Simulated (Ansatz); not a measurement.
## Ligand exchange: BH(CH3)I + C4H10S → BH(CH3)(SH) + C4H9I

Species: BH(CH3)I, singlet; C4H10S (2-methyl-2-propanethiol) `CC(C)(C)S`, singlet; BH(CH3)(SH), singlet; C4H9I (tert-butyl iodide) `CC(C)(C)I`, singlet. The partners trade I for SH: B–I and C–SH bonds give way to B–SH and C–I.

Shapes, held fixed at every level: PBE0-D4/def2-TZVP. Flexible molecules stand in one conformer, not always the lowest. Programs: Ansatz 0.2.0. The zero-point and thermal change to 298 K, harmonic and unscaled (PBE0-D4/def2-TZVP), is +1.5 kJ/mol.

Problem. Estimate ΔH(298 K) of this reaction.

Solution. The highest level, CCSD(T)/def2-TZVPP, gives ΔH(298 K) = -29.5 kJ/mol; the levels span -32.2 to -26.1. The column of differences is taken from that level and isn't an error. No measured value is set beside it here. For atoms past krypton def2 sets carry core potentials with scalar relativity. Correlated rows may include outer-core shells of I, which these sets cover unevenly.

| level | kind | ΔH(298 K) (kJ/mol) | less CCSD(T)/def2-TZVPP |
| --- | --- | --- | --- |
| SPW92/def2-TZVPP | LDA | -31.2 | -1.7 |
| PBE-D4/def2-TZVPP | GGA | -32.2 | -2.7 |
| r2SCAN0-D4/def2-TZVPP | global hybrid | -27.9 | +1.6 |
| wB97X-V/def2-TZVPP | range-separated hybrid | -26.1 | +3.4 |
| CCSD(T)/def2-SVP | coupled cluster or CI | -29.4 | +0.1 |
| CCSD/def2-SVP | coupled cluster or CI | -27.8 | +1.7 |
| CCSD(T)/def2-TZVPP | coupled cluster or CI | -29.5 | 0.0 |
